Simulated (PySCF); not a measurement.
C4H7AlO (SMILES C=[CH][Al]([OH])[CH]=C), singlet, at a GFN2-xTB geometry (such geometries of metal compounds can be far from the true shape).

Here is a job for PySCF.
```python
from pyscf import gto, scf, mcscf, mrpt
import numpy

mol = gto.Mole()
mol.atom = '''
    Al    0.04788534    0.25631704    0.58574341
    C     0.18848900    1.49162924   -0.96577103
    C    -0.12682521    1.19661842   -2.22399597
    H     0.52651536    2.51372407   -0.77187731
    H    -0.05421067    1.91147081   -3.03542566
    H    -0.47793836    0.21577804   -2.50698752
    C    -0.22910448   -1.70903270    0.46895412
    C    -0.10662196   -2.44619685   -0.63157824
    H    -0.47586764   -2.24262078    1.39141069
    H    -0.24646767   -3.52091919   -0.64253418
    H     0.14338716   -2.00653854   -1.58531224
    O     0.17064081    0.91339327    2.08731377
    H     0.24132181    1.29172921    2.95189844
'''
mol.basis = 'sto-3g'
mol.verbose = 4
mol.build()

mf = scf.RHF(mol)
mf.kernel()
mc = mcscf.CASCI(mf, 3, 4)
mc.fix_spin_(ss=0.0)
mc.kernel()
occ = numpy.linalg.eigvalsh(mc.fcisolver.make_rdm1(mc.ci, mc.ncas, mc.nelecas))[::-1]
ss = mc.fcisolver.spin_square(mc.ci, mc.ncas, mc.nelecas)[0]
print('natural occupations', occ.round(4), ' <S^2>', round(ss, 4))
e2 = mrpt.NEVPT(mc).kernel()
print('E(NEVPT2) = %.10f' % (mc.e_tot + e2))
```

Predict the NEVPT2 correction from CASCI(4,3)+NEVPT2/STO-3G (PySCF).

-0.3060 Eh

Predict the nuclear repulsion energy from CASCI(4,3)+NEVPT2/STO-3G.

246.9077 Eh

Estimate the SCF-reference HOMO energy that CASCI(4,3)+NEVPT2/STO-3G returns for this input.

-7.70 eV

Give the number of basis functions at the level CASCI(4,3)+NEVPT2/STO-3G.

41
